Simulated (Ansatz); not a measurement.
AlH$_{7}$OSi$_{2}$ (`O[SiH2][AlH][SiH3]`), charge 0, multiplicity 1.

(1) Give a relaxed structure at PBE0-D4/def2-TZVP (Ansatz 0.2.0). (Estimate.)

Results:

(1) Ansatz gave: 
Z-matrix (Å, degrees):
```
Si
Al 1 2.469
O 1 1.661 2 111.7
H 1 1.498 2 109.9 3 -123.4
H 1 1.489 2 112.9 3 118.1
Si 2 2.463 1 118.2 3 14.8
H 2 1.592 1 122.3 3 -165.5
H 3 0.958 1 117.1 2 -41.6
H 6 1.491 2 112.8 1 131.2
H 6 1.494 2 111.7 1 10.6
H 6 1.493 2 110.8 1 -108.3
```
This is one stationary point; other conformers may exist.
